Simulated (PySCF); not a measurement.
SbF2Cl, SMILES [F][Sb]([F])[Cl].

Geometry optimised at B3LYP-D3(BJ)/def2-SVP. The def2 effective core potentials stand for the cores of Sb; spin–orbit coupling is left out.

Method: PySCF with TDDFT-LC-ωPBE/def2-SVPD.

Vertical excitations. Gas-phase values at a fixed geometry. State labels are in the subgroup Cs.

Question: Estimate the UV-visible absorptions. (Estimate from the structure and the level; the computed values follow.)

Answer: 
```
state  symmetry  energy (eV)  λ (nm)      f                              main pairs
-----  --------  -----------  ------  -----  --------------------------------------
S1           A"         6.43     193  0.069                          HOMO→LUMO 92 %
S2           A'         6.57     189  0.123    HOMO→LUMO+1 73 %, HOMO−2→LUMO+1 12 %
S3           A"         6.84     181  0.016                      HOMO−1→LUMO+1 81 %
S4           A'         7.05     176  0.085    HOMO−2→LUMO+1 60 %, HOMO−1→LUMO 20 %
S5           A'         7.24     171  0.096                        HOMO→LUMO+2 85 %
S6           A"         7.27     170  0.002                        HOMO−2→LUMO 95 %
S7           A'         7.54     164  0.150    HOMO−1→LUMO 57 %, HOMO−2→LUMO+1 20 %
S8           A"         8.05     154  0.000                      HOMO−1→LUMO+2 80 %
S9           A'         8.35     148  0.151  HOMO−2→LUMO+2 55 %, HOMO−3→LUMO+1 24 %
S10          A'         8.58     145  0.005                        HOMO−4→LUMO 90 %
T1           A'         5.06     245      0                        HOMO→LUMO+1 91 %
T2           A"         5.09     243      0                          HOMO→LUMO 87 %
T3           A'         6.23     199      0    HOMO→LUMO+2 76 %, HOMO−2→LUMO+1 13 %
T4           A"         6.30     197      0  HOMO−1→LUMO+1 78 %, HOMO−1→LUMO+2 14 %
```
Triplets are in the Tamm–Dancoff approximation, which puts them higher than full response would, so one can lie above its singlet here.
